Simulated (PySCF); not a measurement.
The same groups moved round the core (propene amino). Isolated molecules, 0 K electronic values unless said otherwise. One relaxed conformer stands for each flexible species; it need not be the lowest. Strings in code marks are SMILES.

Quantity: vertical ionisation energy (energy after one electron is removed minus that of the parent at the parent's geometry), in eV.

A: `C/C=C\N`
B: `C/C=C/N`
C: `C=C(C)N`

### Question
Rank these by vertical ionisation energy (energy after one electron is removed minus that of the parent at the parent's geometry) (lowest first), as r2SCAN-D4/def2-TZVP (PySCF) gives it.

### Answer
B (7.80 eV), A (7.83 eV), C (7.99 eV)
